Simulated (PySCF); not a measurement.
A species of formula C3H5ClOSi has this rotational fingerprint, computed with PySCF 2.14.0, PBE0-D3(BJ)/def2-SVP geometry optimisation, gas phase:

```
Rotational constants : A = 5560, B = 1160, C = 1136 MHz
Dipole components    : |μa| = 0.93 D, |μb| = 1.80 D, |μc| = 0.10 D
Inertial defect      : -81.66 u·Å²
κ                    : -0.99
```

Question: Which candidate fits, each taken in the one conformer that was computed?
A. `[O:1]=[CH:2][Si@@H:3]1[CH2:4][C@H:5]1[Cl:6]` with O1–C2–Si3–C4 25°
B. `[OH:1][Si@H:2]1[CH2:3][CH:4]=[C:5]1[Cl:6]` with H–O1–Si2–C3 -51°
C. `CC1=C(Cl)O[SiH2]1`

Answer: A. It is O=C[Si@@H]1C[C@H]1Cl, a near-prolate asymmetric top, point group C1. The candidates at the same level (rigid rotor, commonest isotopes):

```json
{"SMILES": "O[Si@H]1CC=C1Cl", "A (MHz)": "3847", "B (MHz)": "1591", "C (MHz)": "1209", "μa (D)": "0.90", "μb (D)": "1.29", "μc (D)": "1.29", "Δ (u·Å²)": "-31.04", "point group": "C1", "rotor": "asymmetric top"}
{"SMILES": "CC1=C(Cl)O[SiH2]1", "A (MHz)": "3584", "B (MHz)": "1922", "C (MHz)": "1280", "μa (D)": "1.70", "μb (D)": "1.55", "μc (D)": "0.01", "Δ (u·Å²)": "-9.20", "point group": "–", "rotor": "asymmetric top"}
{"SMILES": "O=C[Si@@H]1C[C@H]1Cl", "A (MHz)": "5560", "B (MHz)": "1160", "C (MHz)": "1136", "μa (D)": "0.93", "μb (D)": "1.80", "μc (D)": "0.10", "Δ (u·Å²)": "-81.66", "point group": "C1", "rotor": "near-prolate asymmetric top"}
```

`O[Si@H]1CC=C1Cl` has B 37 % too high; `CC1=C(Cl)O[SiH2]1` has B 66 % too high. No structure here is proved a minimum.
